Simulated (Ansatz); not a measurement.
Reaction (ligand exchange at the Si–O bond): `N[SiH2]OCO` + H₂Te → `N[SiH2][TeH]` + `OCO`

Gas-phase electronic energies from Ansatz, PBE0-D4/def2-TZVP geometries. CCSD(T)/CBS adds triple-zeta CCSD(T) − MP2 to the extrapolated MP2 energy (def2 sets, frozen cores). This one scheme is used for every species. DFT in def2-TZVPP. B3LYP here is the variant with VWN-RPA as its local correlation; programs differ in this. def2 core potentials past Kr. For Te outer-core shells are correlated without core-valence functions, which leaves a few kJ/mol of doubt a bond. Each species was taken in one conformer, which may not be the lowest.

`N[SiH2]OCO`:

Cartesian coordinates in Å:
```
N 0.717 2.320 -0.106
Si -0.040 0.899 0.443
O 0.403 -0.430 -0.447
C -0.415 -1.553 -0.574
O -0.589 -2.231 0.634
H 0.541 2.693 -1.024
H 1.632 2.574 0.227
H 0.373 0.733 1.857
H -1.514 1.022 0.299
H 0.046 -2.195 -1.333
H -1.424 -1.271 -0.895
H 0.269 -2.562 0.918
```

H₂Te:

```xyz
3

Te   -0.078    0.722   -0.277
H    -0.159   -0.795   -0.936
H     0.237    0.073    1.213
```

`N[SiH2][TeH]`:

Cartesian coordinates in Å:
```
N 1.279 0.206 -0.530
Si 0.043 -0.579 0.360
Te -2.344 -0.077 -0.245
H 1.320 0.091 -1.531
H 1.534 1.147 -0.273
H 0.259 -0.226 1.783
H 0.122 -2.043 0.131
H -2.213 1.482 0.305
```

`OCO`:

```xyz
7

O    -1.061    0.338   -0.496
C     0.262    0.312   -0.050
O     0.600   -0.886    0.583
H    -1.169   -0.366   -1.143
H     0.356    1.171    0.622
H     0.975    0.413   -0.875
H     0.037   -0.981    1.358
```

| level | ΔE (kJ/mol) |
| --- | --- |
| B3LYP-D4 | 39.5 |
| B2PLYP | 41.1 |
| PBE0 | 25.4 |
| B3LYP | 40.0 |
| HF/def2-TZVPP | 52.8 |
| SCS-MP2/def2-QZVPP | 39.1 |
| HF/CBS(def2) | 54.0 |
| CCSD/CBS(def2) | 37.7 |

**Question.** What does CCSD(T)/CBS give? (Estimate.)

**Answer.** The calculation gave: +35.3 kJ/mol. The listed levels differ from it by 4.2, 5.8, -9.9, 4.7, 17.5, 3.8, 18.7, 2.4 kJ/mol.

Largest T1 diagnostic among the species: 0.011.

From PBE to PBE0 (25 % exact exchange), in def2-TZVPP and without D4, ΔE moves by +3.8 kJ/mol. In def2-TZVPP, CCSD(T) changes the Hartree–Fock value by −9.9 kJ/mol (the triples alone add −2.4 kJ/mol) and MP2 by −15.8 kJ/mol.
